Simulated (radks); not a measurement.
Results of a calculation; reference values are marked as such.
Cu15+, 14 electrons, occupied as [Ne] 3s2 3p2.

Level of theory: scalar-relativistic Kohn-Sham, r2SCAN, spin-unpolarised, spherical densities, finite nucleus; meta-GGA in the generalised Kohn-Sham scheme; Fermi nuclear charge, rms radius 3.8823 fm (a radial shooting solver on a logarithmic mesh with Libxc functionals).

Energy parts (hartree):
| part | energy |
|---|---|
| total | -1544.65867 |
| kinetic | 1569.88828 |
| electron-nucleus | -3424.65631 |
| Hartree | 361.69758 |
| exchange-correlation | -51.58822 |

Orbitals (lengths in bohr, moments of r in powers of bohr):
orbital	occ.	eigenvalue (hartree)	<r^2>
1s	2	-345.7227	0.003657
2s	2	-58.33385	0.06361
2p	6	-52.98655	0.05081
3s	2	-19.91964	0.4152
3p	2	-18.22071	0.4113

The highest occupied level is 3p at -495.81 eV. The density falls to 0.001 e/bohr^3 at r = 1.48 bohr. Summed over all electrons, <r^2> = 2.092 bohr^2, which gives a Langevin (diamagnetic) susceptibility term of -1.66 x 10^-6 cm^3/mol. For comparison, the ionisation energy in NIST's Atomic Spectra Database is 519 eV (semi-empirical). In exact Kohn-Sham theory the highest level is minus the ionisation energy, but local and semilocal functionals leave it too shallow, through self-interaction and a potential that decays too fast; potentials with the right tail come closer.

Beside tabulated values, note that spin-unpolarised runs miss the spin-polarisation part of the exchange energy of open shells.
